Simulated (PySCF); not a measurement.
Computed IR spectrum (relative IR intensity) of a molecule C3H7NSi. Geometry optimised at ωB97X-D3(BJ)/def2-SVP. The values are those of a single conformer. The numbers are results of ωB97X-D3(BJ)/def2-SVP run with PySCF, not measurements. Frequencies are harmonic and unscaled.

Lines under 2 % of the strongest are left out, and lines within 2 cm⁻¹ are merged.

ν (cm⁻¹): 431 (w), 550 (w), 689 (m), 703 (w), 714 (m), 926 (m), 932 (m), 943 (m), 965 (m), 988 (m), 998 (vs), 1001 (m), 1073 (m), 1106 (m), 1257 (s), 1385 (s), 1468 (w), 1653 (m), 2211 (vs), 2265 (s), 2268 (s), 3083 (w), 3154 (w), 3228 (vw) (against the strongest line: vs over 80 %, s over 45 %, m over 15 %, w over 4 %, vw less)

Problem. Identify the compound among the candidates.
(A) C#CCN[SiH3]
(B) [SiH3]N1C=CC1
(C) C#C[C@H](N)[SiH3]
(D) C=C1CN[SiH2]1

Solution. B, [SiH3]N1C=CC1
